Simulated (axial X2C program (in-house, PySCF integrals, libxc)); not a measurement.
# Ω levels of NPmO⁺ from open-shell CI on f(δφ)1 f(π)0

Computed with an axial X2C code built on PySCF integrals: two-component X2C with atomic mean-field Coulomb and Gaunt terms, basis N dyall-v3z, Pm dyall-v3z, O dyall-v3z (cores contracted in-house). Orbitals come from Hartree–Fock averaged over the configuration Pm f(δφ)1 f(π)0; CI then distributes these electrons over the f(δφ), f(π) shells of Pm.

N–Pm–O held linear, bonds 1.589 and 1.720 Å (the second held) (near the minimum of the configuration average).

Active spinors (ω > 0):

```json
{"shell": "f(δφ)", "ω": "5/2", "ε (eV)": "-5.69", "character": "100% Pm f"}
{"shell": "f(δφ)", "ω": "3/2", "ε (eV)": "-5.46", "character": "99% Pm f"}
{"shell": "f(δφ)", "ω": "7/2", "ε (eV)": "-5.18", "character": "100% Pm f"}
{"shell": "f(δφ)", "ω": "5/2", "ε (eV)": "-4.90", "character": "100% Pm f"}
{"shell": "f(π)", "ω": "3/2", "ε (eV)": "-1.86", "character": "54% Pm f, 32% Pm p, 5% N p"}
{"shell": "f(π)", "ω": "1/2", "ε (eV)": "1.98", "character": "63% Pm f, 18% Pm d, 6% O p"}
```

Lowest levels of this model:

```json
{"Ω": "5/2", "energy (cm⁻¹)": "0", "g∥": "4.15", "configuration": "100% f(δφ)1"}
{"Ω": "7/2", "energy (cm⁻¹)": "4230", "g∥": "8.00", "configuration": "100% f(δφ)1"}
{"Ω": "3/2", "energy (cm⁻¹)": "6651", "g∥": "2.04", "configuration": "100% f(δφ)1"}
{"Ω": "5/2", "energy (cm⁻¹)": "10324", "g∥": "5.85", "configuration": "100% f(δφ)1"}
```

g∥ is the magnitude of 2⟨Lz + ge Sz⟩ for the +Ω component.

(1) From Ω and g∥ of the lowest level, whose 2⟨Lz + ge Sz⟩ is positive, find ⟨Sz⟩ and ⟨Lz⟩ (ge = 2.0023).

Occupations of the active spinors in the lowest level by ω, shell by shell in order of energy: -7/2: 0.00; -5/2: 0.00 0.00; -3/2: 0.00 0.00; -1/2: 0.00; 1/2: 0.00; 3/2: 0.00 0.00; 5/2: 0.97 0.03; 7/2: 0.00. The leading determinant has weight 0.97 among 2.

This point took 6.8 s on 1 thread of Arm Neoverse N1, with other jobs on the host.

Dynamic correlation is missing, so gaps between terms are too wide and other configurations may lie lower; the lowest level listed is that of this model, not necessarily the ground state. At most 6 roots were kept for each Ω > 0 (twice that for Ω = 0) within 3.5 eV of the lowest, so higher up levels can be missing between those listed; levels with Ω > 0 are doubly degenerate and listed once, Ω = 0 levels singly. Some active spinors are only partly of the character that their shell is named for, so the shell names and counts are nominal. States that fill the shells left empty in the average are placed too high. The molecule was held linear; bending was not examined.

Results:

(1) Ω = ⟨Lz⟩ + ⟨Sz⟩ = 5/2 and ⟨Lz⟩ + ge⟨Sz⟩ = 2.075, so ⟨Sz⟩ = -0.42 and ⟨Lz⟩ = 2.92.
